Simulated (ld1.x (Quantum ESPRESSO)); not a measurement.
# tungsten (W): excitation energies, all-electron against ultrasoft

- Element: W
- Generator: ld1.x (Quantum ESPRESSO) 7.5
- Type: ultrasoft
- Functional: LDA (PZ)
- Relativity: scalar-relativistic
- Frozen core: [Kr] 4d10 4f14
- Valence charge: 14
- Reference configuration: 5s2 5p6 5d4 6s1 6p0 (charge +1)
- Partial waves: 5s (bound): rcut 1.65, rcutus 1.85 bohr; 6s (bound): rcut 1.65, rcutus 1.85 bohr; 5p (bound): rcut 1.95, rcutus 2.45 bohr; 6p (bound, empty): rcut 1.95, rcutus 2.45 bohr; 5d (bound): rcut 2.05, rcutus 2.65 bohr; 5d channel at 0.15 Ry: rcut 2.05, rcutus 2.65 bohr
- Local potential: all-electron potential smoothed inside 2.60 bohr (lloc = -1)
- Core correction: none
- Augmentation charge: PSQ, inside the norm-conserving radii

Energies are relative to the spin-unpolarised reference configuration 5s2 5p6 5d4 6s1 6p0; without spin polarisation the order of configurations can differ from experiment. Spin-polarised rows fill each open shell by Hund’s rule, majority spin first.

Question: Give the all-electron excitation energy and the error of the potential for: 5s2 5p6 5d4 6s2 6p0; 5s2 5p6 5d4 6s0 6p0; 5s2 5p6 5d3 6s0 6p0; 5s2 5p6 5d4.5 6s1.5 6p0; 5s2 5p6 5d3 6s2 6p0; 5s2 5p6 5d5 6s0 6p0; 5s2 5p6 5d4 6s1 6p1; 5s2 5p6 5d4 6s1 6p0 (spin-polarised); 5s2 5p6 5d4 6s2 6p0 (spin-polarised).

Answer:

| valence configuration | charge | ΔE all-electron (eV) | error AE − PS (meV) |
| --- | --- | --- | --- |
| 5s2 5p6 5d4 6s2 6p0 | 0 | -9.133 | -4.1 |
| 5s2 5p6 5d4 6s0 6p0 | +2 | 16.026 | -19 |
| 5s2 5p6 5d3 6s0 6p0 | +3 | 41.731 | +16 |
| 5s2 5p6 5d4.5 6s1.5 6p0 | 0 | -8.436 | +1.0 |
| 5s2 5p6 5d3 6s2 6p0 | +1 | -0.074 | -58 |
| 5s2 5p6 5d5 6s0 6p0 | +1 | 0.852 | -62 |
| 5s2 5p6 5d4 6s1 6p1 | 0 | -4.560 | +1.9 |
| 5s2 5p6 5d4 6s1 6p0 (spin-polarised) | +1 | -3.081 | +238 |
| 5s2 5p6 5d4 6s2 6p0 (spin-polarised) | 0 | -11.067 | +240 |
